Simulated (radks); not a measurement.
Species: P4+. Configuration: [Ne] 3s1. All-electron calculation, Dirac Kohn-Sham, LDA (Slater exchange, Perdew-Zunger correlation), spin-unpolarised, spherical densities, finite nucleus; Fermi nuclear charge, rms radius 3.1889 fm. Program: a radial shooting solver on a logarithmic mesh with Libxc functionals.

X-ray form factor f0, the Fourier transform of the density (f0(0) = 11):

| sin(theta)/lambda (1/angstrom) | f0 (electrons) |
|---|---|
| 0.05 | 10.904 |
| 0.1 | 10.630 |
| 0.15 | 10.223 |
| 0.2 | 9.732 |
| 0.25 | 9.206 |
| 0.3 | 8.674 |
| 0.4 | 7.650 |
| 0.5 | 6.689 |
| 0.6 | 5.787 |
| 0.8 | 4.229 |
| 1 | 3.093 |
| 1.25 | 2.220 |
| 1.5 | 1.750 |
| 2 | 1.335 |
